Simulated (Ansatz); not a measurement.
`[SiH3][SnH3]` + `C=N` → `C=[N][SnH3]` + SiH₄ at 700 K and 1 bar (cleavage of the Sn–Si bond).

Gas-phase electronic energies from Ansatz, PBE0-D4/def2-TZVP geometries. CCSD(T)/CBS is the MP2 limit (def2-TZVPP, def2-QZVPP) plus CCSD(T) − MP2 in def2-TZVPP, frozen cores. This one scheme is used for every species. Elements past krypton have def2 core potentials. For Sn outer-core shells are correlated without core-valence functions, which leaves a few kJ/mol of doubt a bond.

```
       species  CCSD(T)/CBS energy (Eh)  H − E (kJ/mol)  S (J/(mol·K))
`[SiH3][SnH3]`               -506.68362           179.7          401.7
         `C=N`                -94.52360           135.6          268.6
 `C=[N][SnH3]`               -309.73027           190.5          398.4
          SiH₄               -291.46306           115.5          252.9
```

H − E and S are ideal-gas, rigid-rotor, harmonic terms from PBE0-D4/def2-TZVP. 1 Eh = 2625.50 kJ/mol, R = 8.31446 J/(mol·K).

Problem. By hand: ΔE, ΔH, ΔS and ΔG.

Solution. ΔE = (-309.73027) + (-291.46306) − (-506.68362) − (-94.52360) = 0.01389 Eh = 36.5 kJ/mol. Δ(H − E) = 190.5 + 115.5 − 179.7 − 135.6 = -9.3, so ΔH = 27.2 kJ/mol. ΔS = 398.4 + 252.9 − 401.7 − 268.6 = -19.0 J/(mol·K). ΔG = 27.2 − 700 × (-19.0)/1000 = 40.5 kJ/mol.

Problem. By hand: the equilibrium constant, and the temperature at which ΔG would vanish if ΔH and ΔS stayed fixed.

Solution. log₁₀ K = −ΔG/(RT ln 10) = -3.0. ΔH and −TΔS have one sign here, so there is no such temperature.

TΔS isn't small against ΔH here. A doubt of 5 kJ/mol in ΔE shifts log₁₀ K by 0.4 here. These are equilibria of isolated gas molecules and say nothing of rates. Largest T1 diagnostic: 0.014 (customary marks: 0.02 for closed shells, 0.045 for open ones).
